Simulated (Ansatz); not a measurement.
Ansatz (a quantum-chemistry and plane-wave program) input for Al(Cl)(GeH3)(H) (AlClGeH4), SMILES [Cl][AlH][GeH3], PBE0-D3(BJ)/def2-SVP. 

Ansatz 0.2 input:
```yaml
crystal:
  periodic: [false, false, false]
  atoms:
    - {symbol: Al, position_ang: [0.64044436, -0.89617410, -0.17880739]}
    - {symbol: Cl, position_ang: [-0.55310852, -2.30495371, 0.63142191]}
    - {symbol: Ge, position_ang: [-0.00286991, 1.43630660, -0.21599391]}
    - {symbol: H, position_ang: [-0.02608019, 2.15567042, -1.54083435]}
    - {symbol: H, position_ang: [-1.44226552, 1.60369383, 0.22188568]}
    - {symbol: H, position_ang: [0.67620682, 2.46833994, 0.65052031]}
    - {symbol: H, position_ang: [1.96104386, -1.35503886, -0.82944299]}
basis:
  gaussian:
    orbitals: def2-SVP
hamiltonian:
  xc: pbe0
  dispersion: d3bj
relax: {f_tol: 0.002, max_steps: 200}
```

Program output:

```
WARN ansatz: RAYON_NUM_THREADS=1 ignored (pool sized by the plan → 1); use --threads N
Functional definition: PBE0
integrals: 0.04 GiB planned
903 factors; integrals over basis functions are off by at most 3.5e-4 eV
mean field: 0.37 GiB planned
mean field evaluation 1: about -75676.1141 eV, gradient 1.7e1 eV
mean field evaluation 2: about -75676.4610 eV, gradient 1.3e1 eV
mean field evaluation 4: about -75676.8165 eV, gradient 3.1e-1 eV
mean field evaluation 8: about -75676.8163 eV, gradient 2.7e-2 eV
mean field -75676.81626586 eV, -2781.0717021819 hartree, gradient 3.2e-5 eV, S^2 0.000000; 0 other end points of the search recorded, 0 dependent functions left out
the calculation of the forces begins
reference -75676.81629517 eV, -2781.0717032591 hartree; 33, 33 occupied and 55, 55 virtual orbitals, 903 factors
relax step   1: F+E_penalty+E_count = -75676.94433083 eV  Δ(F+E_penalty+E_count) = +0.000e0 eV  max|allowed force component| = 1.216e0 eV/Å  Δτ_max = 0.0000 Å  (23 SCF iters, accepted)
these checks for a lower state are left out or cut short: starts, cluster_reference, orbital_swaps, neighbouring_geometries, increment
integrals: 0.04 GiB planned
903 factors; integrals over basis functions are off by at most 3.5e-4 eV
mean field: 0.36 GiB planned
mean field evaluation 16: about -75677.0480 eV, gradient 1.6e-1 eV
mean field -75677.04751036 eV, -2781.0802002605 hartree, gradient 2.4e-5 eV, S^2 0.000000; 0 other end points of the search recorded, 0 dependent functions left out
the calculation of the forces begins
[...]
the calculation of the forces begins
reference -75677.07053071 eV, -2781.0810462427 hartree; 33, 33 occupied and 55, 55 virtual orbitals, 903 factors
relax step  30: F+E_penalty+E_count = -75677.19735263 eV  Δ(F+E_penalty+E_count) = +2.133e-5 eV  max|allowed force component| = 3.201e-2 eV/Å  Δτ_max = 0.0648 Å  (21 SCF iters, rejected (line search))
these checks for a lower state are left out or cut short: starts, cluster_reference, orbital_swaps, neighbouring_geometries, increment
integrals: 0.04 GiB planned
903 factors; integrals over basis functions are off by at most 3.1e-4 eV
mean field: 0.37 GiB planned
mean field -75677.07060611 eV, -2781.0810490138 hartree, gradient 7.5e-5 eV, S^2 0.000000; 0 other end points of the search recorded, 0 dependent functions left out
the calculation of the forces begins
reference -75677.07063508 eV, -2781.0810500785 hartree; 33, 33 occupied and 55, 55 virtual orbitals, 903 factors
relax step  31: F+E_penalty+E_count = -75677.19746682 eV  Δ(F+E_penalty+E_count) = -9.286e-5 eV  max|allowed force component| = 1.627e-2 eV/Å  Δτ_max = 0.0323 Å  (22 SCF iters, accepted)
these checks for a lower state are left out or cut short: starts, cluster_reference, orbital_swaps, neighbouring_geometries, increment
integrals: 0.04 GiB planned
903 factors; integrals over basis functions are off by at most 3.1e-4 eV
mean field: 0.37 GiB planned
mean field -75677.07062353 eV, -2781.0810496538 hartree, gradient 7.6e-5 eV, S^2 0.000000; 0 other end points of the search recorded, 0 dependent functions left out
the calculation of the forces begins
reference -75677.07065243 eV, -2781.0810507161 hartree; 33, 33 occupied and 55, 55 virtual orbitals, 903 factors
relax step  32: F+E_penalty+E_count = -75677.19748409 eV  Δ(F+E_penalty+E_count) = -1.727e-5 eV  max|allowed force component| = 2.643e-2 eV/Å  Δτ_max = 0.0491 Å  (22 SCF iters, accepted)
these checks for a lower state are left out or cut short: starts, cluster_reference, orbital_swaps, neighbouring_geometries, increment
integrals: 0.04 GiB planned
903 factors; integrals over basis functions are off by at most 3.1e-4 eV
mean field: 0.37 GiB planned
mean field -75677.07069481 eV, -2781.0810522734 hartree, gradient 2.1e-5 eV, S^2 0.000000; 0 other end points of the search recorded, 0 dependent functions left out
the calculation of the forces begins
reference -75677.07072369 eV, -2781.0810533347 hartree; 33, 33 occupied and 55, 55 virtual orbitals, 903 factors
relax step  33: F+E_penalty+E_count = -75677.19756339 eV  Δ(F+E_penalty+E_count) = -7.930e-5 eV  max|allowed force component| = 2.301e-2 eV/Å  Δτ_max = 0.0161 Å  (21 SCF iters, accepted)
these checks for a lower state are left out or cut short: starts, cluster_reference, orbital_swaps, neighbouring_geometries, increment
integrals: 0.04 GiB planned
903 factors; integrals over basis functions are off by at most 3.1e-4 eV
mean field: 0.37 GiB planned
mean field -75677.07072445 eV, -2781.0810533627 hartree, gradient 3.9e-5 eV, S^2 0.000000; 0 other end points of the search recorded, 0 dependent functions left out
the calculation of the forces begins
reference -75677.07075333 eV, -2781.0810544241 hartree; 33, 33 occupied and 55, 55 virtual orbitals, 903 factors
relax step  34: F+E_penalty+E_count = -75677.19759508 eV  Δ(F+E_penalty+E_count) = -3.169e-5 eV  max|allowed force component| = 1.886e-2 eV/Å  Δτ_max = 0.0031 Å  (17 SCF iters, accepted)
these checks for a lower state are left out or cut short: starts, cluster_reference, orbital_swaps, neighbouring_geometries, increment
integrals: 0.04 GiB planned
903 factors; integrals over basis functions are off by at most 3.1e-4 eV
mean field: 0.37 GiB planned
mean field evaluation 192: about -75677.0707 eV, gradient 5.4e-4 eV
mean field -75677.07074062 eV, -2781.0810539570 hartree, gradient 1.2e-5 eV, S^2 0.000000; 0 other end points of the search recorded, 0 dependent functions left out
the calculation of the forces begins
reference -75677.07076949 eV, -2781.0810550178 hartree; 33, 33 occupied and 55, 55 virtual orbitals, 903 factors
relax step  35: F+E_penalty+E_count = -75677.19763915 eV  Δ(F+E_penalty+E_count) = -4.406e-5 eV  max|allowed force component| = 5.487e-3 eV/Å  Δτ_max = 0.0112 Å  (21 SCF iters, accepted)
these checks for a lower state are left out or cut short: starts, cluster_reference, orbital_swaps, neighbouring_geometries, increment
integrals: 0.04 GiB planned
903 factors; integrals over basis functions are off by at most 3.1e-4 eV
mean field: 0.37 GiB planned
mean field -75677.07077308 eV, -2781.0810551497 hartree, gradient 7.4e-5 eV, S^2 0.000000; 0 other end points of the search recorded, 0 dependent functions left out
the calculation of the forces begins
reference -75677.07080190 eV, -2781.0810562089 hartree; 33, 33 occupied and 55, 55 virtual orbitals, 903 factors
relax step  36: F+E_penalty+E_count = -75677.19768330 eV  Δ(F+E_penalty+E_count) = -4.415e-5 eV  max|allowed force component| = 2.462e-3 eV/Å  Δτ_max = 0.0323 Å  (22 SCF iters, accepted)
these checks for a lower state are left out or cut short: starts, cluster_reference, orbital_swaps, neighbouring_geometries, increment
integrals: 0.04 GiB planned
903 factors; integrals over basis functions are off by at most 3.2e-4 eV
mean field: 0.37 GiB planned
mean field -75677.07073270 eV, -2781.0810536659 hartree, gradient 7.3e-5 eV, S^2 0.000000; 0 other end points of the search recorded, 0 dependent functions left out
the calculation of the forces begins
reference -75677.07076146 eV, -2781.0810547228 hartree; 33, 33 occupied and 55, 55 virtual orbitals, 903 factors
relax step  37: F+E_penalty+E_count = -75677.19762931 eV  Δ(F+E_penalty+E_count) = +5.398e-5 eV  max|allowed force component| = 2.534e-2 eV/Å  Δτ_max = 0.0841 Å  (21 SCF iters, rejected (line search))
these checks for a lower state are left out or cut short: starts, cluster_reference, orbital_swaps, neighbouring_geometries, increment
integrals: 0.04 GiB planned
903 factors; integrals over basis functions are off by at most 3.1e-4 eV
mean field: 0.37 GiB planned
mean field -75677.07082029 eV, -2781.0810568848 hartree, gradient 7.4e-5 eV, S^2 0.000000; 0 other end points of the search recorded, 0 dependent functions left out
the calculation of the forces begins
reference -75677.07084907 eV, -2781.0810579424 hartree; 33, 33 occupied and 55, 55 virtual orbitals, 903 factors
relax step  38: F+E_penalty+E_count = -75677.19771318 eV  Δ(F+E_penalty+E_count) = -2.988e-5 eV  max|allowed force component| = 8.533e-3 eV/Å  Δτ_max = 0.0415 Å  (22 SCF iters, accepted)
these checks for a lower state are left out or cut short: starts, cluster_reference, orbital_swaps, neighbouring_geometries, increment
integrals: 0.04 GiB planned
903 factors; integrals over basis functions are off by at most 3.2e-4 eV
mean field: 0.37 GiB planned
mean field -75677.07076936 eV, -2781.0810550131 hartree, gradient 7.4e-5 eV, S^2 0.000000; 0 other end points of the search recorded, 0 dependent functions left out
the calculation of the forces begins
reference -75677.07079812 eV, -2781.0810560701 hartree; 33, 33 occupied and 55, 55 virtual orbitals, 903 factors
relax step  39: F+E_penalty+E_count = -75677.19770588 eV  Δ(F+E_penalty+E_count) = +7.304e-6 eV  max|allowed force component| = 1.196e-2 eV/Å  Δτ_max = 0.0447 Å  (22 SCF iters, rejected (line search))
these checks for a lower state are left out or cut short: starts, cluster_reference, orbital_swaps, neighbouring_geometries, increment
integrals: 0.04 GiB planned
903 factors; integrals over basis functions are off by at most 3.2e-4 eV
mean field: 0.37 GiB planned
mean field -75677.07081908 eV, -2781.0810568401 hartree, gradient 7.4e-5 eV, S^2 0.000000; 0 other end points of the search recorded, 0 dependent functions left out
the calculation of the forces begins
reference -75677.07084784 eV, -2781.0810578972 hartree; 33, 33 occupied and 55, 55 virtual orbitals, 903 factors
relax step  40: F+E_penalty+E_count = -75677.19772835 eV  Δ(F+E_penalty+E_count) = -1.517e-5 eV  max|allowed force component| = 3.890e-3 eV/Å  Δτ_max = 0.0218 Å  (23 SCF iters, accepted)
these checks for a lower state are left out or cut short: starts, cluster_reference, orbital_swaps, neighbouring_geometries, increment
integrals: 0.04 GiB planned
903 factors; integrals over basis functions are off by at most 3.1e-4 eV
mean field: 0.37 GiB planned
mean field evaluation 224: about -75677.0708 eV, gradient 7.4e-5 eV
mean field -75677.07080629 eV, -2781.0810563703 hartree, gradient 7.4e-5 eV, S^2 0.000000; 0 other end points of the search recorded, 0 dependent functions left out
the calculation of the forces begins
reference -75677.07083506 eV, -2781.0810574274 hartree; 33, 33 occupied and 55, 55 virtual orbitals, 903 factors
relax step  41: F+E_penalty+E_count = -75677.19772890 eV  Δ(F+E_penalty+E_count) = -5.518e-7 eV  max|allowed force component| = 2.846e-3 eV/Å  Δτ_max = 0.0253 Å  (22 SCF iters, accepted)
these checks for a lower state are left out or cut short: starts, cluster_reference, orbital_swaps, neighbouring_geometries, increment
integrals: 0.04 GiB planned
903 factors; integrals over basis functions are off by at most 3.1e-4 eV
mean field: 0.37 GiB planned
mean field -75677.07081785 eV, -2781.0810567951 hartree, gradient 9.6e-6 eV, S^2 0.000000; 0 other end points of the search recorded, 0 dependent functions left out
the calculation of the forces begins
reference -75677.07084662 eV, -2781.0810578521 hartree; 33, 33 occupied and 55, 55 virtual orbitals, 903 factors
relax step  42: F+E_penalty+E_count = -75677.19773364 eV  Δ(F+E_penalty+E_count) = -4.739e-6 eV  max|allowed force component| = 9.717e-4 eV/Å  Δτ_max = 0.0051 Å  (21 SCF iters, accepted)
integrals: 0.04 GiB planned
903 factors; integrals over basis functions are off by at most 3.1e-4 eV
mean field: 0.37 GiB planned
mean field -75677.07081785 eV, -2781.0810567951 hartree, gradient 9.6e-6 eV, S^2 0.000000; 1 other end points of the search recorded, 0 dependent functions left out
the calculation of the forces begins
reference -75677.07084662 eV, -2781.0810578521 hartree; 33, 33 occupied and 55, 55 virtual orbitals, 903 factors
Total energy: -75677.19776241 eV, -2781.0857219214 hartree
Atom 0 at     0.629244    -0.854979    -0.288965 Å, force     0.000765    -0.000114    -0.000941 eV/Å
Atom 1 at    -0.064420    -2.118302     1.255851 Å, force    -0.000109    -0.000450     0.000340 eV/Å
Atom 2 at    -0.091734     1.501783    -0.231330 Å, force    -0.000256    -0.000078     0.000119 eV/Å
Atom 3 at     0.481001     2.315402    -1.409282 Å, force     0.000123     0.000280     0.000347 eV/Å
Atom 4 at    -1.629188     1.609799    -0.291173 Å, force     0.000623     0.000066     0.000330 eV/Å
Atom 5 at     0.361632     2.185389     1.074884 Å, force    -0.000429    -0.000156    -0.000972 eV/Å
Atom 6 at     1.566836    -1.531248    -1.371236 Å, force    -0.000717     0.000451     0.000776 eV/Å
Dipole moment:     0.079797     0.141134    -0.175952 e Å
```

The run converged.

Cost: around 3 core-minutes (rough).
